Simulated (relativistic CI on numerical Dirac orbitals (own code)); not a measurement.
Calculated at this level of theory: Dirac-Coulomb-Breit CI, separate exchange-only KLI orbitals for each configuration, model QED, unscaled Slater integrals (own radial code, finite nucleus).

CI space (outside the closed core [Ne]): 3s²3p⁴, 3s3p⁵, 3s²3p³3d, 3p⁶, 3s3p⁴3d, 3p⁵3d, 3s3p³3d², 3s²3p²3d4p, 3p⁵4s, 3s3p³3d4s, 3s²3p³4s, 3p⁵4p, 3s²3p³4p, 3p⁴3d4p, 3s²3p³4d, 3s3p⁴4s, 3s²3p³4f, 3s3p⁴4p, 3s3p⁴4d, 3s3p⁴4f, 3s²3p³5s, 3s²3p³5p, 3s²3p²4s4p, 3s²3p³5d, 3s²3p³5f, 3s²3p³5g, 3s3p³4s², 3s3p⁴5s, 3s²3p²3d², 3s²3p3d³, 3s3p²3d³, 3s²3p3d²4s, 3s²3p3d²4p, 3s²3p3d²4d, 3p⁴3d², 3p³3d³, 3p³3d²4s, 3p³3d²4p, 3p³3d²4d, 3s²3p²3d4s, 3s3p²3d²4s, 3s²3p3d4s², 3s²3p3d4s4p, 3s²3p3d4s4d, 3p⁴3d4s, 3p³3d4s², 3p³3d4s4p, 3p³3d4s4d, 3s²3p²4s², 3s3p²3d4s², 3s²3p4s²4p, 3s²3p4s²4d, 3s²3p²4p², 3s²3p3d4p², 3s3p²3d4p², 3s²3p4s4p², 3s²3p4p³, 3s²3p4p²4d, 3s3p³4s4p, 3s3p²3d4s4p, 3s3p²4s²4p, 3s3p²4s4p², 3s3p²4s4p4d. Double excitations out of closed p, d and f shells are left out; levels of such configurations are missing from the list, as are those of other unlisted configurations, and high levels can miss mixing partners. These lack a partner that the ground configuration has and come out too high: 3s²3p³4f, 3s3p⁴4p, 3s3p⁴4d, 3s3p⁴4f, 3s²3p³5s.

At this charge energies of transitions that change n are usually good to better than 1 %, and those within a shell (Δn = 0) to a few per cent.

Outline of the computed level scheme of Eu XLVIII. Lowest level of each configuration: 3s²3p⁴ ³P2 at 0.000 eV; 3s²3p³3d ³D°2 at 190.703 eV; 3s3p⁵ ³P°2 at 304.745 eV; 3s²3p²3d² ³F2 at 389.312 eV; 3s3p⁴3d ⁵D2 at 480.231 eV.

Some strong electric-dipole decays among the lowest 45 levels: 3s²3p³3d ³P°2 → 3s²3p⁴ ³P2 (1.5e+12 s⁻¹); 3s²3p³3d ³D°1 → 3s²3p⁴ ¹S0 (1.4e+12 s⁻¹); 3s²3p³3d ³S°1 → 3s²3p⁴ ³P2 (1.3e+12 s⁻¹); 3s²3p³3d ³D°3 → 3s²3p⁴ ³P2 (6.7e+11 s⁻¹); 3s²3p³3d ³D°3 → 3s²3p⁴ ³P2 (5.0e+11 s⁻¹); 3s3p⁵ ³P°0 → 3s²3p⁴ ³P1 (4.4e+11 s⁻¹); 3s²3p³3d ³P°1 → 3s²3p⁴ ³P2 (4.2e+11 s⁻¹); 3s²3p³3d ¹F°3 → 3s²3p⁴ ¹D2 (3.2e+11 s⁻¹).

LS names give the leading component of a level, which can be under half, so a name can repeat, a term be missing and a line seem to break the LS rules.
